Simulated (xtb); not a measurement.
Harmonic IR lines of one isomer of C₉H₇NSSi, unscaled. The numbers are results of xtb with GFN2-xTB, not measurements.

wavenumber (cm⁻¹): 500 (vw), 547 (w), 591 (w), 773 (m), 782 (m), 789 (vs), 819 (vw), 914 (vw), 1110 (w), 1160 (w), 1517 (w), 1544 (vw), 1576 (w), 2252 (s), 2263 (m), 2271 (m), 2358 (s), 3076 (w), 3095 (vw)

### Question
Identify which structure gives these lines.
A. `N#Cc1cc2sccc2cc1[SiH3]`
B. `N#Cc1c([SiH3])ccc2sccc12`
C. `N#Cc1cc2ccc([SiH3])cc2s1`
D. `N#Cc1cc2cc([SiH3])ccc2s1`

### Answer
D, `N#Cc1cc2cc([SiH3])ccc2s1`
